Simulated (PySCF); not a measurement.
Species: C₆H₉NSi.
Numbering: `[N:1]#[C:2][Si@@H:3]1[CH2:4][C@H:5]1[CH:6]1[CH2:7][CH2:8]1` (hydrogens: H9 on Si3; H10, H11 on C4; H12 on C5; H13 on C6; H14, H15 on C7; H16, H17 on C8)

Geometry (PBE0-D3(BJ)/def2-SVP, Å), atoms numbered from 1 in this order:
```xyz
17
C6H9NSi angstrom
N      4.3249    0.5361   -1.3103
C      3.4122    0.1817   -0.6867
Si     1.9567   -0.3715    0.2922
C      0.8089   -1.5783   -0.5253
C      0.2724   -0.1370   -0.4753
C     -0.9483    0.1539    0.3383
C     -2.2945    0.2391   -0.3289
C     -1.6423    1.4758    0.2177
H      2.1928   -0.3571    1.7506
H      0.2906   -2.3016    0.1153
H      1.0664   -1.9868   -1.5081
H      0.2864    0.3792   -1.4444
H     -0.9451   -0.2930    1.3395
H     -2.3264    0.1143   -1.4151
H     -3.1622   -0.1704    0.1950
H     -2.0571    1.9298    1.1212
H     -1.2331    2.1967   -0.4960
```

Theory: TDDFT CAM-B3LYP/def2-SVPD, vertical, gas phase, core orbitals frozen in the response (PySCF 2.14.0, density-fitted response routines).

Ground-to-excited transition dipoles (e·a0, same axes as the geometry; the sign carries no meaning), for the states with f of 0.002 or more among the lowest 7:

```json
{"state": "S1", "E (eV)": "5.650", "μx": "0.285", "μy": "0.207", "μz": "0.100"}
{"state": "S2", "E (eV)": "5.784", "μx": "-1.371", "μy": "-0.231", "μz": "-0.153"}
{"state": "S3", "E (eV)": "6.542", "μx": "-0.078", "μy": "-0.180", "μz": "-0.031"}
{"state": "S4", "E (eV)": "6.591", "μx": "0.114", "μy": "0.127", "μz": "0.097"}
{"state": "S5", "E (eV)": "6.958", "μx": "-0.143", "μy": "0.189", "μz": "-0.093"}
{"state": "S6", "E (eV)": "7.097", "μx": "0.291", "μy": "-0.175", "μz": "-0.050"}
{"state": "S7", "E (eV)": "7.160", "μx": "-0.193", "μy": "-0.063", "μz": "-0.048"}
```

Task: What oscillator strength does each state have?

Result: f = (2/3) ΔE |μ|² with ΔE in hartree (27.2114 eV).

```csv
state,|μ|² (au),|μ| (D),f
S1,0.134,0.93,0.019
S2,1.956,3.55,0.277
S3,0.039,0.50,0.006
S4,0.039,0.50,0.006
S5,0.065,0.65,0.011
S6,0.118,0.87,0.021
S7,0.044,0.53,0.008
```

Task: Which bond between heavy atoms lies closest to the direction of the S2 transition dipole?

Result: C6–C7 and Si3–C5, at 24° from it; next C2–Si3, N1–C2 and Si3–C4 at 40°.

Task: What angle do the transition dipoles of S1 and S6 make?

Result: |cos θ| = |μa·μb| / (|μa| |μb|) = 0.33, so θ ≈ 71° (taken between 0 and 90°, since the signs are arbitrary).

Task: What peak molar absorption coefficient would the strongest computed level give as a lone Gaussian band 0.3 eV wide at half height?

Result: ε(max) = 2.175×10⁸ f / FWHM, with the width in cm⁻¹. S2: 2.175×10⁸ × 0.2771 / 2420 ≈ 25000 L mol⁻¹ cm⁻¹.

All these states lie below the vertical ionisation energy of 8.99 eV (ΔSCF).

Hardware: one thread, Arm Neoverse N1 (aarch64), shared host with 64 logical CPUs at a one-minute load of 60. Cost: 5.6 min (grids of density and orbitals included), 1.3 GiB resident at most.

One conformer stands for the species.
